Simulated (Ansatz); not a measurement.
CH3FSi, SMILES `F[C][SiH3]` (lower triplet) (charge 0, multiplicity 3). This triplet lies 0.15 eV below the relaxed singlet at the level frozen-core CCSD(T)/cc-pVTZ // PBE0-D3(BJ)/def2-TZVP (Ansatz, an electronic-structure program).

Z-matrix (Å, degrees):
```
Si
H 1 1.4802
H 1 1.4887 2 110.41
H 1 1.4887 2 110.40 3 -120.31
C 1 1.8444 2 104.83 4 -119.85
F 5 1.3054 1 131.51 2 -179.91
```
Charge 0, spin multiplicity 3.

Problem. Give the natural occupations of the active orbitals, the CASSCF energy and the corrected energy for frozen-core fic-MRCISD+Q@CASSCF(6e,6o)/cc-pVTZ // PBE0-D3(BJ)/def2-TZVP (Ansatz).

Solution. 
```
Item                                                  Value
-----------------------  ----------------------------------
natural occupations      1.99, 1.98, 1.00, 1.00, 0.02, 0.01
CASSCF energy                                  -427.9946 Ha
corrected energy                               -428.4658 Ha
weight of the reference                               0.896
```
